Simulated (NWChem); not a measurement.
# C₂H₅ClSi; SMILES C=C([SiH3])Cl

Computed with NWChem. Pople sets run with spherical d functions. Structure relaxed at the PBE-D3(BJ)/def2-SVP level. Level: PBE0/6-31G* with SMD (1 M gas to 1 M solution), gas-phase geometry. Reactions with the solvent are ignored.

```csv
solvent,dielectric constant,solvation free energy (kcal/mol),cavity-dispersion-structure term (kcal/mol),dipole in solution (D)
water,78.4,1.6,3.9,2.25
dimethyl sulfoxide,46.8,-0.9,1.3,2.25
ethylene glycol,40.2,0.0,2.2,2.24
2-propanol,19.3,-2.3,-0.1,2.22
ethanol,24.9,-2.3,0.0,2.23
```
